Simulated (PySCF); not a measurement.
Species: C7H9O2P.
SMILES with atom numbers: `[CH3:1][C@@H:2]1[CH2:3][P@@:4]1(=[O:5])[c:6]1[cH:7][cH:8][o:9][cH:10]1`

Probes without a nucleus sit at each ring's centroid and 1 Å off its mean plane on both sides; NICS is minus the shielding there, NICSzz its component along the normal. Level: GIAO PBE0/pcSseg-1 (PySCF, non-relativistic, gas phase) on the GFN2-xTB geometry, one conformer.

Ring bond lengths (Å), with Mayer bond orders in brackets: C2–C3 1.563 (0.86), C3–P4 1.812 (0.89), P4–C2 1.818 (0.84); C6–C7 1.421 (1.23), C7–C8 1.358 (1.62), C8–O9 1.345 (1.08), O9–C10 1.335 (1.09), C10–C6 1.368 (1.59).

Give the NICS values of each ring in ppm.

| ring | type | NICS(0) | NICS(1), two faces | NICS(1)zz, two faces | rms pucker (Å) | centre to ring atoms, mean (Å) |
| --- | --- | --- | --- | --- | --- | --- |
| C2–C3–P4 | 3-membered ring with P; formal bonds all single | -22.0 | -6.8 / -3.7 | -15.8 / -6.5 | 0.00 | 1.00 |
| C6–C7–C8–O9–C10 | 5-membered ring with O; formal bonds all aromatic | -11.8 | -10.3 / -10.3 | -26.2 / -26.3 | 0.00 | 1.16 |

What do they say, and how far can they be read as aromaticity?

- C2–C3–P4: mean NICS(1)zz -11.1 ppm, shielded. C2, C3, P4 have four or more neighbours, and the NICS criterion for π rings isn't applied. The two faces differ by 9.3 ppm, so no symmetry operation interchanges them. NICS(0) lies 17 ppm below the mean NICS(1).
- C6–C7–C8–O9–C10: mean NICS(1)zz -26.3 ppm, shielded. For a flat ring without four-coordinate atoms the NICS criterion counts such a value as aromatic.

What does the geometric index give? HOMA takes Krygowski's 1993 parameters.

- C6–C7–C8–O9–C10: HOMA 0.52; the largest term is that of C8–O9, α(R − Ropt)² = 1.00.

Give the inner angles of the rings and the Hirshfeld charges of the ring atoms.

- C2–C3–P4: C2 64.3° (-0.073 e), C3 64.7° (-0.134 e), P4 51.0° (+0.403 e); sum 180.0° against 180° for a flat convex ring.
- C6–C7–C8–O9–C10: C6 105.9° (-0.090 e), C7 105.5° (-0.084 e), C8 110.9° (+0.015 e), O9 107.3° (-0.050 e), C10 110.4° (+0.030 e); sum 540.0° against 540° for a flat convex ring.

Hardware: one thread, Arm Neoverse V1 (aarch64), no GPU, shared host with 32 logical CPUs at a one-minute load of 23. Cost: 59 s wall (grids of density and orbitals included), 1.1 GiB resident at most. This is the whole shielding run at PBE0/pcSseg-1, SCF included.

Shape of the structure used: `[CH3:1][C@@H:2]1[CH2:3][P@@:4]1(=[O:5])[c:6]1[cH:7][cH:8][o:9][cH:10]1`: C3–P4–C6–C7 28°.
